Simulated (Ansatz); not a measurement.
`CBCN` + `FC=C(Cl)Cl` → `CB(Cl)CN` + `F/C=C/Cl`  (formal exchange of groups at a B–H bond)

Program: Ansatz. Geometries: PBE0-D4/def2-TZVP. ΔE: electronic, gas phase. CCSD(T)/CBS adds triple-zeta CCSD(T) − MP2 to the extrapolated MP2 energy (def2 sets, frozen cores). DFT in def2-TZVPP. One conformer a species, not always the lowest.

`CBCN`:

Cartesian coordinates in Å:
```
C 0.541 0.822 1.600
B 0.332 0.570 0.077
C -0.432 -0.676 -0.451
N -0.819 -0.655 -1.850
H 0.215 0.010 2.254
H -0.041 1.717 1.864
H 1.577 1.083 1.837
H 0.804 1.349 -0.712
H 0.257 -1.508 -0.176
H -1.315 -0.855 0.178
H -1.044 -1.577 -2.198
H -0.075 -0.281 -2.424
```

`FC=C(Cl)Cl`:

```xyz
6

F    -1.053    0.249    1.454
C     0.045    0.214    0.712
C     0.017   -0.159   -0.560
Cl   -1.418   -0.624   -1.352
Cl    1.460   -0.189   -1.479
H     0.949    0.511    1.226
```

`CB(Cl)CN`:

Cartesian coordinates in Å:
```
C -1.859 -0.336 -0.107
B -0.320 -0.455 -0.306
Cl 0.295 -1.736 -1.359
C 0.692 0.531 0.352
N 2.088 0.157 0.358
H -2.185 -1.159 0.543
H -2.159 0.598 0.373
H -2.411 -0.456 -1.043
H 0.345 0.717 1.379
H 0.471 1.484 -0.177
H 2.693 0.954 0.494
H 2.349 -0.297 -0.507
```

`F/C=C/Cl`:

Z-matrix (Å, degrees):
```
C
C 1 1.320
F 1 1.333 2 120.7
H 1 1.083 2 125.5 3 -179.9
Cl 2 1.713 1 121.4 3 180.0
H 2 1.081 1 122.6 3 -0.0
```

CCSD(T)/CBS gives -1.88 eV.

Another level gave -1.78 eV. Which?
A. MP2/def2-TZVPP
B. PBE/def2-TZVPP
C. r2SCAN-D4/def2-TZVPP
D. HF/def2-TZVPP

B. PBE -1.78, MP2/def2-TZVPP -1.91, r2SCAN-D4 -1.86, HF/def2-TZVPP -1.96 eV.

Largest T1 diagnostic among the species: 0.011.

In def2-TZVPP, CCSD(T) changes the Hartree–Fock value by +0.06 eV (the triples alone add +0.01 eV) and MP2 by +0.05 eV. From PBE to PBE0 (25 % exact exchange), in def2-TZVPP and without D4, ΔE moves by −0.06 eV.
